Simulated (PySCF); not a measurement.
Ga(Me)2(SeH), SMILES [Ga]([CH3])([SeH])[CH3] (PBE0/def2-SVP optimised geometry):

```
11

Ga    -0.004     0.200     0.000
C      1.962     0.200     0.000
H      2.381     1.216    -0.005
H      2.339    -0.340    -0.884
H      2.338    -0.330     0.890
C     -1.181    -1.376     0.004
H     -1.863    -1.347    -0.860
H     -1.804    -1.381     0.913
H     -0.610    -2.316    -0.032
Se    -1.011     2.316     0.000
H     -2.381     1.778    -0.001
```

Method: PBE0/def2-TZVP (PySCF).

Problem. What are the frontier orbital energies and the dipole moment?

Solution. HOMO-2 -8.02 eV, HOMO-1 -7.72 eV, HOMO -6.95 eV, LUMO -0.72 eV, LUMO+1 0.22 eV; dipole moment 1.90 D.

On the same geometry PBE/def2-TZVP (PySCF) gives HOMO-2 -6.80 eV, HOMO-1 -6.59 eV, HOMO -5.85 eV, LUMO -1.49 eV, LUMO+1 -0.59 eV; dipole moment 1.78 D.

Meta-Löwdin charges at PBE0/def2-TZVP: Ga1 0.55, C2 -0.58, H3 0.13, H4 0.13, H5 0.13, C6 -0.58, H7 0.13, H8 0.13, H9 0.13, Se10 -0.25, H11 0.07.
